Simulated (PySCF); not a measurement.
Species: C7H8O2 (charge -1 and doublet state).
Z-matrix (Å and degrees, GFN2-xTB geometry), rows numbered from 1:
```
O 
C   1  1.5030
C   2  1.4605  1  113.64
C   3  1.4137  2  122.48  1   -91.30
C   4  1.3624  3  122.16  2  -179.90
C   5  1.4336  4  120.97  3    -1.04
C   6  1.3979  5  117.37  4    -0.59
O   7  1.4064  6  117.64  5  -179.38
C   7  1.3656  6  122.55  5     1.08
H   1  0.9644  2  107.45  3   179.89
H   2  1.1020  1  105.13  3  -122.55
H   2  1.1034  1  104.75  3   122.54
H   4  1.0885  3  118.12  2    -1.00
H   5  1.0864  4  120.59  3   178.97
H   6  1.0790  5  121.74  4  -179.53
H   8  0.9639  7  105.89  6   178.48
H   9  1.0877  3  119.01  2     0.36
```

The hyperfine couplings belong to this conformer and change with its torsions.

As a line formula: `OC[C-]1[CH]C=CC(O)=C1` [radical] (charge -1).

Level of theory: UKS B3LYP, pcH-1 on C H O, non-relativistic, mean-field spin-orbit, GIAO (PySCF). Whether the extra electron is bound in the gas phase wasn't checked; a finite basis holds it in any case. A GFN2-xTB geometry isn't a minimum of the functional, and hyperfine couplings can be far from their values at a DFT geometry, by a factor of two or more for some ions and for spin on atoms past the first row. No stability test was run, so a lower SCF solution isn't excluded.

(1) What is the g tensor, term by term?

(2) What are the electron Larmor frequencies g μB B/h along the three axes at 3350 mT?

(3) What effective moment and Curie constant follow for a powder?

(4) In a frozen sample, at which fields do the three g values resonate at 9.5, 34, 94 and 263 GHz (hyperfine left aside), and which band first spreads them over more than twice a line width of 0.3 mT?

Results:

(1) 
| Δg (ppm) | 1 | 2 | 3 |
| --- | --- | --- | --- |
| relativistic mass correction | -151 | -151 | -151 |
| gauge correction | -5 | 49 | 40 |
| orbital Zeeman/spin–orbit | -57 | 169 | 756 |
| total | -213 | 67 | 645 |

So g = 2.00211, 2.00239, 2.00296 and g_iso = 2.00249; the tensor is rhombic: the two nearest values differ by 33 % of g3 − g1. Axes: g3 points within 14° of the C7–C9 bond.

(2) 93.8736, 93.8867, 93.9138 GHz for g1, g2 and g3, a range of 40.2 MHz.

(3) With the mean of g² = 4.0099 and S(S+1) = 0.75: μ_eff = √(⟨g²⟩S(S+1)) = 1.734 μB and χT = 0.12505·⟨g²⟩·S(S+1) = 0.376 cm³ K/mol (cgs; spin-Hamiltonian part alone).

(4) 
```csv
band,GHz,B(g3) mT,B(g2) mT,B(g1) mT,spread mT
X,9.5,338.87,338.97,339.02,0.15
Q,34.0,1212.81,1213.16,1213.33,0.52
W,94.0,3353.07,3354.04,3354.51,1.44
J,263.0,9381.47,9384.18,9385.49,4.02
```

The spread grows in proportion to the frequency. W band is the first where it exceeds 0.6 mT.

The largest Mulliken spin populations are on C6 (+0.35), C3 (+0.32), C9 (+0.22) and C5 (+0.10). Three atoms exceed +0.15.

The HOMO–LUMO gaps are 2.17 eV among the α and 5.41 eV among the β orbitals.

On Arm Neoverse N1, one thread, no GPU, shared host, this took 2.9 min of wall time (with the writing of density and orbital grids).

The SMILES draws the unpaired electron on C4; the largest computed Mulliken spin population is on C6 (0.35 against -0.03).
